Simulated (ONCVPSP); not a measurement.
## Building the ONCV potential for lithium (PBE, scalar-relativistic).

lithium (Li), optimised norm-conserving Vanderbilt (ONCV), made with ONCVPSP 4.0.1 (PBE, scalar-relativistic). Core [He], reference 2s1. Waves: 2s: rc 2.45 bohr, ncon 4, nbas 8, qcut 2.8 1/bohr, 2 projectors, debl 2.3 Ha; p scattering state at 0.42 Ha: rc 2.55 bohr, ncon 4, nbas 7, qcut 3.3 1/bohr, 2 projectors, debl 2 Ha. Local part: polynomial inside 1.65 bohr (lpopt 5, dvloc0 0 Ha). Core correction: Teter function, fcfact 5.75, rcfact 1.3.

In the p channel the program set the typed energies aside and used 0.050, 2.050 Ha.

Calculated quality:

```
Cutoffs needed             : 2.2 Ha and 3.5 Ha (the cutoffs (Ha) at which the residual kinetic energy of the hardest occupied pseudo-wave falls to 1 and 0.1 mHa per electron) The cutoffs count occupied waves only; projector 2 of the s channel, the hardest unoccupied one, needs 29 Ha at the loose tolerance.
Ghost test                 : no bound ghost flagged; no localised positive-energy state flagged
Largest excitation error   : +9.0 meV (all-electron minus pseudo) for 2s0 2p1, out of 2 test configurations
rms error of d²Exc/dni dnj : 3.50 mHa without and 3.46 mHa with the model core
```

Generation and tests took about 1.6 s on one core of a shared server CPU.
